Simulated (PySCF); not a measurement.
SMILES OB(O)/C=C\O[SiH3] (C₂H₇BO₃Si), GFN2-xTB optimised geometry.

```
14

O      1.65    -2.46    -0.02
B      0.90    -1.31     0.00
O      1.58    -0.14     0.02
C     -0.65    -1.31     0.00
C     -1.45    -0.24     0.00
O     -1.13     1.04    -0.01
Si     0.16     2.04    -0.04
H      1.16    -3.28    -0.03
H      2.53    -0.23     0.02
H     -1.17    -2.27     0.00
H     -2.53    -0.36     0.01
H     -0.63     3.28    -0.08
H      0.94     2.02     1.19
H      0.93     1.95    -1.28
```

Density from PBE/def2-TZVP in PySCF at that geometry.

Minimum of the electron density along straight lines between bonded atoms, close to the bond critical point (lines longer than 1.1 times the sum of covalent radii, or with two minima, are not listed):

```json
[
 {"bond": "O1–B2", "length / Å": "1.366", "ρ at the minimum / e bohr⁻³": "0.207", "∇²ρ there / e bohr⁻⁵": "0.87", "position (fraction from the first atom)": "0.67"},
 {"bond": "B2–O3", "length / Å": "1.354", "ρ at the minimum / e bohr⁻³": "0.212", "∇²ρ there / e bohr⁻⁵": "0.95", "position (fraction from the first atom)": "0.33"},
 {"bond": "B2–C4", "length / Å": "1.554", "ρ at the minimum / e bohr⁻³": "0.189", "∇²ρ there / e bohr⁻⁵": "-0.28", "position (fraction from the first atom)": "0.33"},
 {"bond": "C4–C5", "length / Å": "1.337", "ρ at the minimum / e bohr⁻³": "0.346", "∇²ρ there / e bohr⁻⁵": "-1.03", "position (fraction from the first atom)": "0.47"},
 {"bond": "C5–O6", "length / Å": "1.321", "ρ at the minimum / e bohr⁻³": "0.307", "∇²ρ there / e bohr⁻⁵": "-0.36", "position (fraction from the first atom)": "0.34"},
 {"bond": "O6–Si7", "length / Å": "1.634", "ρ at the minimum / e bohr⁻³": "0.134", "∇²ρ there / e bohr⁻⁵": "0.87", "position (fraction from the first atom)": "0.59"},
 {"bond": "O1–H8", "length / Å": "0.955", "ρ at the minimum / e bohr⁻³": "0.366", "∇²ρ there / e bohr⁻⁵": "-2.50", "position (fraction from the first atom)": "0.80"},
 {"bond": "O3–H9", "length / Å": "0.958", "ρ at the minimum / e bohr⁻³": "0.361", "∇²ρ there / e bohr⁻⁵": "-2.47", "position (fraction from the first atom)": "0.81"},
 {"bond": "C4–H10", "length / Å": "1.083", "ρ at the minimum / e bohr⁻³": "0.277", "∇²ρ there / e bohr⁻⁵": "-0.93", "position (fraction from the first atom)": "0.64"},
 {"bond": "C5–H11", "length / Å": "1.091", "ρ at the minimum / e bohr⁻³": "0.287", "∇²ρ there / e bohr⁻⁵": "-1.02", "position (fraction from the first atom)": "0.65"},
 {"bond": "Si7–H12", "length / Å": "1.467", "ρ at the minimum / e bohr⁻³": "0.126", "∇²ρ there / e bohr⁻⁵": "0.16", "position (fraction from the first atom)": "0.49"},
 {"bond": "Si7–H13", "length / Å": "1.458", "ρ at the minimum / e bohr⁻³": "0.128", "∇²ρ there / e bohr⁻⁵": "0.15", "position (fraction from the first atom)": "0.50"},
 {"bond": "Si7–H14", "length / Å": "1.459", "ρ at the minimum / e bohr⁻³": "0.128", "∇²ρ there / e bohr⁻⁵": "0.15", "position (fraction from the first atom)": "0.50"}
]
```
